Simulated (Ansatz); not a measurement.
The same redistribution along the group Si, Ge, Sn.

Calculated with Ansatz (gas phase, PBE0-D4/def2-TZVP geometries, no zero-point term in ΔE). CCSD(T)/CBS is the MP2 limit (def2-TZVPP, def2-QZVPP) plus CCSD(T) − MP2 in def2-TZVPP, frozen cores. This one scheme is used for every species. Functionals use def2-TZVPP. def2 core potentials past Kr. For Ge, Sn outer-core shells are correlated without core-valence functions, which leaves a few kJ/mol of doubt a bond. Scalar relativity is left out up to krypton. One conformer a species, not always the lowest.

| reaction | B2PLYP (eV) | CCSD(T)/CBS(def2) (eV) |
| --- | --- | --- |
| `S[Si]S` + `[NH2][Al]([OH])[SH]` → `N[Si]S` + `[OH][Al]([SH])[SH]` | -0.29 | -0.29 |
| `[SH][Ge][SH]` + `[NH2][Al]([OH])[SH]` → `[NH2][Ge][SH]` + `[OH][Al]([SH])[SH]` | 0.10 | 0.08 |
| `[SH][Sn][SH]` + `[NH2][Al]([OH])[SH]` → `[NH2][Sn][SH]` + `[OH][Al]([SH])[SH]` | 0.40 | 0.38 |

Largest T1 diagnostic: 0.016, for `[NH2][Sn][SH]`.
